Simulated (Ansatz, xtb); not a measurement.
C4H5NO2Si: which of two isomers lies lower

Structure X is `O=Cc1ocnc1[SiH3]`, a singlet and structure Y is `O=Cc1coc([SiH3])n1`, a singlet. Both are isolated molecules in the gas phase, relaxed with r2SCAN-D4/def2-SVP; the shapes shown needn't be the lowest conformers.

X (Å):

```yaml
atoms:
  - { symbol: C, position_ang: [-2.7295, 0.0545, -0.5065] }
  - { symbol: C, position_ang: [-1.3366, 0.2339, -0.1372] }
  - { symbol: C, position_ang: [0.3439, 0.8471, 1.0418] }
  - { symbol: C, position_ang: [-0.1701, -0.1320, -0.7816] }
  - { symbol: N, position_ang: [0.8925, 0.2797, 0.0081] }
  - { symbol: O, position_ang: [-3.0453, -0.5012, -1.5421] }
  - { symbol: O, position_ang: [-1.0024, 0.8622, 1.0330] }
  - { symbol: Si, position_ang: [-0.0147, -1.0285, -2.4341] }
  - { symbol: H, position_ang: [-3.4838, 0.4567, 0.2161] }
  - { symbol: H, position_ang: [0.8344, 1.3048, 1.9010] }
  - { symbol: H, position_ang: [-0.6423, -0.2135, -3.5111] }
  - { symbol: H, position_ang: [1.4410, -1.1964, -2.7043] }
  - { symbol: H, position_ang: [-0.6741, -2.3612, -2.3488] }
```

Y (Å):

| atom | x (Å) | y (Å) | z (Å) |
| --- | --- | --- | --- |
| C | -1.8067 | 2.0336 | 2.6667 |
| C | -1.3084 | 0.9244 | 1.8421 |
| C | -1.8907 | -0.3031 | 1.6300 |
| C | -0.0175 | -0.1702 | 0.5347 |
| N | -0.1213 | 0.9787 | 1.1340 |
| O | -2.8456 | 1.9919 | 3.2892 |
| O | -1.0896 | -1.0036 | 0.8088 |
| Si | 1.3501 | -0.7956 | -0.6010 |
| H | -1.1343 | 2.9304 | 2.6688 |
| H | -2.8069 | -0.7756 | 1.9760 |
| H | 1.9562 | -2.0219 | -0.0084 |
| H | 0.7664 | -1.1321 | -1.9308 |
| H | 2.3529 | 0.2940 | -0.7172 |

Estimate E(Y) − E(X) at the level CCSD(T)/def2-SVP + ΔMP2/def2-TZVPP.

Too close to call at this level: CCSD(T)/def2-SVP + ΔMP2/def2-TZVPP gives E(Y) − E(X) = +0.56 kcal/mol.

How the difference moves with the method:

| level | geometry | E(Y) − E(X) (kcal/mol) | departure from the last row (kcal/mol) | job, with rough time for the two |
| --- | --- | --- | --- | --- |
| GFN2-xTB | GFN2-xTB | +1.55 | +0.98 | optimisation, 0.19 s |
| HF/STO-3G | GFN2-xTB | −4.93 | −5.49 | single point, 0.52 s |
| r2SCAN-D4/def2-SVP//GFN2-xTB | GFN2-xTB | +1.20 | +0.64 | single point, 3.9 s |
| r2SCAN-D4/def2-SVP | r2SCAN-D4/def2-SVP | +2.12 | +1.56 | optimisation, 49 s |
| HF/def2-SVP | r2SCAN-D4/def2-SVP | −0.24 | −0.80 | part of the CCSD(T) run |
| MP2/def2-SVP | r2SCAN-D4/def2-SVP | +1.17 | +0.60 | part of the CCSD(T) run |
| CCSD(T)/def2-SVP | r2SCAN-D4/def2-SVP | +1.10 | +0.53 | single point |
| CCSD(T)/def2-SVP + ΔMP2/def2-TZVPP | r2SCAN-D4/def2-SVP | +0.56 |  | single point, 64 s |

As drawn, both hold the same kinds of bond in the same numbers.

The largest departure from CCSD(T)/def2-SVP + ΔMP2/def2-TZVPP is that of HF/STO-3G, 5.49 kcal/mol. The last row adds to CCSD(T) the change of the MP2 difference between the two basis sets, here −0.53 kcal/mol.

With thermal terms from frequencies at re-optimised GFN2-xTB minima (ideal gas, soft modes damped towards free rotors, one conformer each, 298.15 K, 1 atm): the zero-point term adds −0.49 kcal/mol; ΔH is +0.40 and ΔG −0.60 kcal/mol.

The correlated steps freeze 12 core orbitals. Codes used: Ansatz 0.2.0, xtb 6.7.1; the last row on 2 threads of Intel(R) Xeon(R) 6975P-C (Granite Rapids) on a shared host.
